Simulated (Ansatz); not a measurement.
```yaml
crystal:
  periodic: [false, false, false]
  atoms:
    - {symbol: C, position_ang: [0.227922, -0.628515, -3.099979]}
    - {symbol: C, position_ang: [0.484688, 0.168098, -1.860260]}
    - {symbol: O, position_ang: [0.030927, 1.261660, -1.630386]}
    - {symbol: O, position_ang: [1.281617, -0.467109, -0.998430]}
    - {symbol: Ge, position_ang: [1.638720, 0.434015, 0.530020]}
    - {symbol: O, position_ang: [0.142629, 0.844641, 1.462110]}
    - {symbol: C, position_ang: [-0.604731, -0.199266, 1.826887]}
    - {symbol: C, position_ang: [-1.824499, 0.206487, 2.591703]}
    - {symbol: O, position_ang: [-0.304993, -1.333566, 1.547356]}
    - {symbol: H, position_ang: [-0.406994, -0.064914, -3.778717]}
    - {symbol: H, position_ang: [-0.251825, -1.571097, -2.829122]}
    - {symbol: H, position_ang: [1.174876, -0.875593, -3.583278]}
    - {symbol: H, position_ang: [2.246547, 1.796169, 0.214847]}
    - {symbol: H, position_ang: [2.508164, -0.537182, 1.320651]}
    - {symbol: H, position_ang: [-2.437956, 0.861563, 1.970012]}
    - {symbol: H, position_ang: [-2.390692, -0.674607, 2.882470]}
    - {symbol: H, position_ang: [-1.533600, 0.778816, 3.474419]}
basis:
  gaussian: {orbitals: cc-pVTZ}
hamiltonian: {xc: {name: HF}}
correlation: {method: mp2, frozen_orbitals: {C: 0}}
accuracy: high
output: {forces: true}
```

```sh
$ ansatz run in.yaml --threads 4 --pin off --events-out ev --progress --plain --max-ram 66560MiB --backend cuda --devices 0, --max-vram 37GiB
```

Output, abridged:

```
Functional definition: HF
Error: "frozen_orbitals" has no count for O
```

Problem. What is wrong with this run?

Solution. Frozen orbitals are typed for one element alone, and the program wants a count for each. The input was rejected before any iteration.
